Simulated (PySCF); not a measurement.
**Electron correlation in I⁺ (iodine, charge +1)**

[Kr] 4d10 5s2 5p4, high-spin 3P determinant. Calculation: PySCF 2.14, in x2c-TZVPPall with one added diffuse shell each of s, p, d, f type (9s7p5d3f, 76 functions); scalar relativity by spin-free X2C-1e. Frozen: [Ar] 3d10; 24 electrons correlated.

```csv
level,correlation energy (mhartree)
CCSD,-538.17
(T),-8.90
CCSD(T),-547.07
```

Diagnostics: T1 = 0.0060, D1 = 0.0319, largest double amplitude 0.032.

Question: Is a single reference adequate?

Answer: Yes, within this model without spin-orbit coupling: T1 lies below 0.03 and no double amplitude reaches 0.07.

This basis was not built for core-valence correlation, so the inner-shell part is incomplete.
